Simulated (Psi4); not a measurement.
C4H10In (SMILES C[CH2][In+][CH2]C), charge +1, singlet, geometry from GFN2-xTB (such geometries of metal compounds can be far from the true shape) (all electrons, no relativity). Base run: B3LYP/STO-3G in Psi4.

Psi4 was given this input:
```
memory 2 GB

molecule mol {
1 1
In   -0.003253   -0.001182   -0.000751
C    -0.263887   -0.732016    2.273175
C     0.228287   -2.140315    2.446342
H    -1.336307   -0.619041    2.439331
H     0.315432    0.006277    2.829724
H     1.293092   -2.232905    2.222331
H    -0.335907   -2.849668    1.837183
H     0.090579   -2.429502    3.492010
C     0.255068    0.728812   -2.275210
C    -0.202452    2.149700   -2.440380
H    -0.348205    0.007101   -2.828067
H     1.322624    0.588786   -2.451708
H     0.385553    2.842714   -1.834948
H    -1.262356    2.269060   -2.206016
H    -0.067194    2.437997   -3.486614
}

set {
  basis sto-3g
  reference rks
  scf_type pk
}

energy('b3lyp')
print_variables()
```

The base run was repeated with changes; each row names its change, and settings that it needs were set with it.

| change | ΔE vs base (mEh) | SCF cycles | grid points | basis functions |
|---|---|---|---|---|
| base | 0.000 | 7 | 319464 | 57 |
| dft_radial_points = 50 | 0.827 | 7 | 216009 | 57 |
| guess = sapgau | 0.000 | 8 | 319464 | 57 |
| diis_max_vecs = 15 | 0.000 | 7 | 319464 | 57 |
| dft_nuclear_scheme = stratmann | 0.009 | 7 | 295054 | 57 |
| dft_nuclear_scheme = becke | 0.017 | 7 | 316734 | 57 |
| guess = sap | 0.000 | 8 | 319464 | 57 |
| dft_radial_points = 35 | 405.0 | 7 | 151700 | 57 |
| basis_guess = sto-3g | 0.000 | 1 | 319464 | 57 |
| dft_spherical_points = 590 | -0.001 | 7 | 623123 | 57 |
| scf_type = cd | -0.896 | 7 | 319464 | 57 |
| guess = sadno | 0.000 | 11 | 319464 | 57 |
| scf_initial_accelerator = ediis | 0.000 | 7 | 319464 | 57 |
